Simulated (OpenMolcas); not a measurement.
## Au3+: effect of correlating more closed shells

```
Program             : OpenMolcas 26.06
Basis               : ANO-RCC-VTZP [8s7p5d3f1g]
Scalar Hamiltonian  : DKH2, point nucleus
Active space        : 8 electrons in 5 orbitals (5d)
State averaging     : 2S+1 = 3 even, 10 roots; 2S+1 = 1 even, 15 roots
Spin-orbit coupling : RASSI with atomic mean-field integrals over the reference wave functions, term energies averaged over their components
```

Methods on the same reference wave functions:
A. CASSCF
B. SS-CASPT2, IPEA 0.25 Eh, imaginary shift 0.1 Eh (closed shells correlated: none)
C. SS-CASPT2, IPEA 0.25 Eh, imaginary shift 0.1 Eh (closed shells correlated: 5s 5p)
D. SS-CASPT2, IPEA 0.25 Eh, imaginary shift 0.1 Eh (closed shells correlated: 4f 5s 5p)

Energies in cm⁻¹ above 5d⁸ ³F₄, the measured ground level; measured values from Zainab et al., Astrophys. J. Suppl. Ser. 267, 12 (2023).

```json
{"Level": "5d⁸ ³F₄", "A": "0.0", "B": "0.0", "C": "0.0", "D": "0.0", "Measured": "0.0"}
{"Level": "5d⁸ ³F₃", "A": "12367", "B": "12460", "C": "12500", "D": "12500", "Measured": "12294"}
{"Level": "5d⁸ ³P₂ [51 %]", "A": "20804", "B": "19040", "C": "19090", "D": "19090", "Measured": ""}
{"Level": "5d⁸ ³P₀", "A": "23563", "B": "19500", "C": "19640", "D": "19650", "Measured": "18185"}
{"Level": "5d⁸ ³P₁", "A": "26427", "B": "23010", "C": "23090", "D": "23090", "Measured": "21490"}
{"Level": "5d⁸ ¹G₄", "A": "29602", "B": "27450", "C": "26660", "D": "26700", "Measured": "25702"}
{"Level": "5d⁸ ¹S₀", "A": "62739", "B": "55900", "C": "56270", "D": "56330", "Measured": "55278"}
```

Deviations, from unrounded energies. A percentage is the sum of absolute deviations over the sum of measured energies, with the sign that they share, or ± where signs differ.

```csv
Against measurement,Levels,A,B,C,D
mean absolute deviation (cm-1),5,4300,1100,1000,1100
fine structure of the ground term (%),1,+0.6,+1.4,+1.7,+1.7
other terms of the ground configuration (%),4,+18.0,+4.3,+4.1,+4.2
```

B, C, D lie about equally close to measurement and A furthest from it. The largest miss of C in the table is 5d⁸ ³P₁, by +1600 cm-1. The ranking rests on the paired levels alone, and a cruder setting can come out closer through cancelling errors.

Among B to D the level of the table that moves most is 5d⁸ ¹G₄, by 790 cm-1 (lowest in C, highest in B). Moves below CASPT2's spread within the term are not significant.

The mean deviations of B to D differ by less than CASPT2's widest spread within a term (800 cm-1), so their order carries little weight.

From A to B the spin-free energies of the other terms of 5d⁸ shown, above ³F, scale by factors of 0.75 to 0.88, as is usual when dynamic correlation screens the repulsion within a d or f shell.

The lowest spin-free term lies below A's lowest term by 0.186 hartree in B, 0.403 hartree in C, 0.553 hartree in D.

What an inner shell adds also hangs on whether the basis holds functions to correlate it.

CASPT2 breaks the degeneracy within a term, and the mean is taken; among the terms shown or strongly mixed into the levels shown the widest spread is 800 cm-1 (5d⁸ ¹G, D). Without dynamic correlation excited terms often stand tens of per cent too high (terms of higher spin than the ground term too low), and those without a measured partner can miss by more than the paired ones (holds for A). Computed and measured levels are paired by configuration, term and J; levels that our copy of the source lacks, or whose pairing is in doubt (as where it misses far off the trend of its configuration), stay unpaired and out of the deviations. Only configurations of the active space appear. Levels that lie high or do not pair safely by name in every column are left out.

A share in square brackets marks a mixed level and gives the weight of the term that names it, the lowest over the columns.
